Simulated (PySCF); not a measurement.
Ionisation energy of Se(29+) by level of theory

Se(29+) [He] 2s2 2p1 [2p1/2^1, M_J = 1/2] → Se(30+) [He] 2s2, as a difference of total energies. Calculation: PySCF 2.14, in an uncontracted even-tempered set (17 s from 10 bohr⁻², ratio 2.4; 12 p from 13 bohr⁻², ratio 2.4; 5 d from 45 bohr⁻², ratio 2.6; 4 f from 67 bohr⁻², ratio 2.6); the two-component X2C-1e Hamiltonian. Correlated levels: nothing frozen; the 34 highest virtual spinors dropped. "Screened" scales the spin-orbit matrix elements by Boettger's factors to mimic the two-electron term; Breit and QED terms are absent.

```json
{"method": "GHF (spin-free)", "ionisation energy (eV)": "3274.1"}
{"method": "GMP2 (spin-free)", "ionisation energy (eV)": "3273.3"}
{"method": "GHF (screened spin-orbit)", "ionisation energy (eV)": "3307.4"}
{"method": "GMP2 (screened spin-orbit)", "ionisation energy (eV)": "3306.4"}
```

For this ion Breit and QED terms and the two-electron picture change, all absent here, outweigh the correlation shift from GHF to GMP2.

The spin-free rows lack the spin-orbit shift.

For comparison: 3301.8 ± 2.1 eV (semi-empirical (NIST evaluation); NIST Atomic Spectra Database, ionization energies).
